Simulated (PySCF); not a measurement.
Al(H)(OH)(iPr) (C3H9AlO), SMILES [CH](C)(C)[AlH][OH].

Coordinates come from a PBE0-D3(BJ)/def2-SVP optimisation. The structure was generated by enumeration; whether it is a known compound was not checked. One conformer was computed; it need not be the lowest.

Two levels are set side by side: PBE/def2-TZVP (PySCF) and HF/def2-TZVP (PySCF). Same geometry, gas phase. Differences are taken from unrounded values.

```
quantity                         HF
---------------------------  ------
orbital gap (eV)              12.16
highest occupied level (eV)  -10.13
lowest empty level (eV)        2.03
dipole moment (D)              0.82
mean polarisability (bohr³)    60.8
```

What does PBE give, and how far is it from HF? (An estimate is asked for; the answer gives what the named calculation found.)


```tsv
quantity	PBE	PBE minus HF
orbital gap (eV)	4.62	-7.54
highest occupied level (eV)	-5.96	4.17
lowest empty level (eV)	-1.33	-3.37
dipole moment (D)	0.57	-0.26
mean polarisability (bohr³)	69.5	8.6
```

Without exact exchange PBE keeps part of each electron's self-repulsion, which lifts occupied levels and narrows the gap. PBE's more diffuse valence density responds more strongly to a field. Differences between two approximate levels are no errors against the true value.

Rough cost on one machine, each run with all the roots and properties that it gave: HF against PBE about 1/4.
